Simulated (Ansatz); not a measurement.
ClGeH5OSi, SMILES `Cl[SiH2][O][GeH3]`. The species carries charge 0 and has multiplicity 1. The geometry is a stationary point of PBE0-D4/def2-TZVP. It is one conformer, not always the lowest.

```xyz
9

Cl   -1.649   -0.185    1.920
Si   -0.465    1.166    0.907
O     0.649    0.391    0.029
Ge    0.649   -1.064   -1.006
H    -1.382    1.955    0.052
H     0.216    2.009    1.911
H    -0.618   -1.035   -1.874
H     0.678   -2.292   -0.088
H     1.922   -0.944   -1.849
```

Q: What is the dipole moment at ωB97M-V/def2-TZVPP? (Estimate.)

A: The calculation gave: 1.71 D, with components (0.68, -0.47, -1.50) D in this frame, pointing from negative to positive charge.

Q: And with PBE, r2SCAN, B3LYP? (Estimate.)

A: The calculation gave: PBE 1.64 D, r2SCAN 1.68 D, B3LYP 1.68 D.

Q: Give the Mulliken charges with ωB97M-V, PBE, r2SCAN in def2-TZVPP. (Estimate.)

A: Computed: 
| atom | ωB97M-V | PBE | r2SCAN |
| --- | --- | --- | --- |
| Cl1 | -0.24 | -0.24 | -0.27 |
| Si2 | 0.47 | 0.49 | 0.61 |
| O3 | -0.48 | -0.39 | -0.49 |
| Ge4 | 0.25 | 0.28 | 0.33 |
| H5 | -0.04 | -0.07 | -0.09 |
| H6 | -0.03 | -0.06 | -0.07 |
| H7 | 0.02 | 0.00 | 0.00 |
| H8 | 0.03 | 0.00 | 0.00 |
| H9 | 0.02 | 0.00 | -0.01 |

B3LYP here is the variant with VWN-RPA as its local correlation; programs differ in this.
